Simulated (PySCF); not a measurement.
Molecule: `C[C@@H](N)B(O)O`, C₂H₈BNO₂.

Structure with atom numbers: `[CH3:1][C@@H:2]([NH2:3])[B:4]([OH:5])[OH:6]`. Hydrogens are named by the atom that carries them.

Spin–spin couplings on one PBE0-D3(BJ)/def2-SVP geometry, PySCF 2.14, gas phase, non-relativistic, equivalent pairs averaged (spin–dipole term only in couplings to heteroatoms); isotopes ¹³C, ¹H, ¹¹B, ¹⁷O, ¹⁵N; functional B3LYP.

How do the couplings (Hz) change with the basis set? Times are CPU seconds on shared hosts with different chips, so compare them loosely. Far from the basis limit: 6-31G*, pcJ-0, def2-TZVP, cc-pVTZ.

Results:


```
basis set  functions  ¹J(C1,H(C1))  ¹J(C2,H(C2))  ¹J(C2,B4)  ¹J(O5,H(O5))  ¹J(N3,H(N3))  ¹J(C1,C2)  ¹J(B4,O5)  core-s
   6-31G*        100         141.2         140.8       85.4         -78.2         -60.9       47.2      -14.9      18
    pcJ-0        102         113.7         104.8       60.0         -53.0         -47.8       26.5        2.5      11
def2-TZVP        234         125.0         116.4       76.0         -72.6         -56.4       33.7       -7.3      40
  cc-pVTZ        292         118.1         107.0       65.4         -61.7         -50.1       26.6       -5.7      86
```

The Fermi-contact term samples the wavefunction at the nucleus, which is why sets with added tight s functions (names with J) are made for couplings.
